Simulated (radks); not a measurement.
Values are calculated unless marked as measured or tabulated.
Neutral rhenium inside a hard spherical wall (all orbitals vanish at R), configuration held at [Xe] 4f14 5d5 6s2 and not refilled when levels cross. Code: a radial shooting solver on a logarithmic mesh with Libxc functionals. Model: scalar-relativistic Kohn-Sham, r2SCAN, spin-polarised, spherical densities, finite nucleus; open shells are filled with parallel spins first (spin-orbit coupling, left out, can overturn this in heavy ions); meta-GGA in the generalised Kohn-Sham scheme; Fermi nuclear charge, rms radius 5.3698 fm. Eigenvalues in eV for spin up, with the zero of energy where the potential of the charges vanishes at infinity; a dash marks a level that is unbound or too diffuse for the functional's potential to be trusted. A positive occupied level is held by the wall or, in an anion where self-interaction has pushed it up, behind a barrier. The pressure on the wall is -dE/dV.

R (bohr)  E (hartree)  kinetic (hartree)    e(5p)    e(4f)   e(6s)   e(5d)  e(6p, empty)  e(7s, empty)  pressure (GPa)
free      -16691.4260          18439.495  -49.495  -42.620  -6.934  -6.898        -1.323             -               0
10        -16691.4257          18439.499  -49.468  -42.593  -6.911  -6.873        -1.227         2.110         0.00929
8         -16691.4224          18439.528  -49.304  -42.430  -6.774  -6.720        -0.890         4.585           0.161
6         -16691.3848          18439.772  -48.325  -41.423  -5.877  -5.836         0.843        12.466            3.26
5         -16691.2811          18440.318  -46.677  -39.662  -4.092  -4.348         3.854        23.261            17.4
3.5       -16690.2836          18444.533  -38.976  -30.743   8.257   3.471        21.972        74.346             328
3         -16688.9105          18449.872  -32.779  -23.115  22.300  10.820        40.854        119.86            1090
2         -16673.9817          18503.747    6.118   20.746  135.83  61.872        176.25        399.02           23300
